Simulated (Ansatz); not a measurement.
Compare A (`FC(F)O[SiH3]`) with its isomer B (`OC(F)(F)[SiH3]`).

Gas-phase electronic energies from Ansatz, PBE0-D4/def2-TZVP geometries. CCSD(T)/CBS is the MP2 limit (def2-TZVPP, def2-QZVPP) plus CCSD(T) − MP2 in def2-TZVPP, frozen cores. DFT in def2-TZVPP. B3LYP here is the variant with VWN-RPA as its local correlation; programs differ in this. One conformer a species, not always the lowest.

(1) Which isomer does CCSD(T)/CBS put lower? Give the gap. (Estimate.)

(2) Give E(B) − E(A) in kcal/mol with ωB97M-V, HF/def2-TZVPP, B2PLYP, B3LYP-D4, B3LYP, CCSD/def2-TZVPP, MP2/def2-TZVPP. (Estimate.)

Largest T1 diagnostic: 0.013.

## Answers

(1) The calculation gave: A, by 27.0 kcal/mol.

(2) Ansatz gave: ωB97M-V 26.1, HF/def2-TZVPP 32.2, B2PLYP 27.6, B3LYP-D4 26.5, B3LYP 26.6, CCSD/def2-TZVPP 28.2, MP2/def2-TZVPP 28.6. None reverses the order clearly.

In def2-TZVPP, CCSD(T) changes the Hartree–Fock value by −4.6 kcal/mol (the triples alone add −0.7 kcal/mol) and MP2 by −3.5 kcal/mol. From PBE to PBE0 (25 % exact exchange), in def2-TZVPP and without D4, E(B) − E(A) moves by +2.1 kcal/mol.
